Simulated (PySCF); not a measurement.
H2Sb, SMILES [SbH2], multiplicity 2.

Geometry optimised at B3LYP-D3(BJ)/def2-TZVPD. The isomer is the one that the SMILES or the coordinates give; other isomers of the formula were not compared. The def2 effective core potentials stand for the cores of Sb; spin–orbit coupling is left out.

Calculation: PBE/def2-TZVPD (PySCF).

```json
{
  "total_energy": "-241.40690 hartree",
  "point_group": "C2v",
  "α spin, highest occupied and lowest empty level": "-5.32 and -1.07 eV",
  "β spin, highest occupied and lowest empty level": "-6.87 and -3.99 eV",
  "dipole_moment": "0.35 D",
  "quadrupole, principal values (traceless, Buckingham form, about the centre of nuclear charge)": "-1.11, 0.21, 0.90 D·Å",
  "mean_static_polarisability": "48.4 bohr³ (7.17 Å³)",
  "polarisability_principal_values": "46.1, 49.0, 50.1 bohr³",
  "⟨S²⟩": "0.753 (pure state 0.75)"
}
```
